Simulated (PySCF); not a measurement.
**OsSF₂, triplet: computed properties**

Computed with UB3LYP in PySCF with Os def2-SVP with ECP60, S def2-SVP, F def2-SVP; scalar-relativistic core potentials, no spin–orbit coupling; density-fitted integrals.

The structure is a minimum.

| Quantity | Value |
| --- | --- |
| Point group | C2v |
| Bond lengths | Os–F 1.847 Å (×2), Os–S 2.079 Å |
| Bond angles | F–Os–F 137.8°, F–Os–S 111.1° (×2) |
| Principal quadrupole moments (Buckingham, traceless) about the centre of mass | -5.04, 0.03, 5.01 D Å |
| Heat capacity Cp at 298.15 K | 68.3 J/(mol K) |
| Spin squared ⟨S²⟩ | 2.012 |
| Lowest empty level (α) | -4.06 eV |
| Entropy at 298.15 K and 1 bar (electronic part: spin only) | 327.9 J/(mol K) |
| Atomisation energy without zero-point energy | 1293 kJ/mol |
| Dipole moment | 0.22 D |
| Enthalpy at 298.15 K above 0 K | 15.67 kJ/mol |
| Rotational constants | 0.1494, 0.1136, 0.06452 cm⁻¹ |
| Zero-point energy | 15.0 kJ/mol |
| Rotational symmetry number | 2 |
| Highest occupied level (α) | -6.92 eV |
| Principal polarisabilities | 38.8, 40.6, 66.7 bohr³ |

Harmonic modes (masses in u: Os 191.961, S 31.972, F 18.998):
```csv
symmetry,ω (cm⁻¹),IR (km/mol),μ (u),type
b1,168,1.3,25.18,bend
a1,181,1.1,21.03,bend
b2,188,0.1,25.59,bend
a1,561,13.6,36.41,stretch
a1,692,58.7,19.43,stretch
b2,715,107,22.08,stretch
```

In C2v the vibrations span b1 + 3a1 + 2b2. Here b1 is antisymmetric to the molecular plane and b2 lies in it.

Charges (e):
| atom | Mulliken | Löwdin | polar tensor | spin (Mulliken) | Mayer order to Os1 |
| --- | --- | --- | --- | --- | --- |
| Os1 | 0.67 | -0.08 | 1.10 | 1.51 | – |
| S2 | -0.04 | 0.32 | -0.19 | 0.33 | 2.24 |
| F3,4 | -0.32 | -0.12 | -0.45 | 0.08 | 1.00 |

Mulliken populations on Os1 (electrons outside its core potential): s 2.80, p 6.33, d 6.13, f 0.07.

Formally Os is in oxidation state +4, d4, with 2 unpaired electrons (the high-spin count would be 4). The Mulliken spin on Os is 1.51. The polar-tensor charge on Os, 1.10, is far below the formal one.

This need not be the most stable arrangement of these atoms. Other spin states or occupations of the open shell can lie lower. With an element this heavy the missing spin–orbit coupling can shift these numbers.

The final relaxation and frequency run took of the order of 110 core-seconds on a shared host.
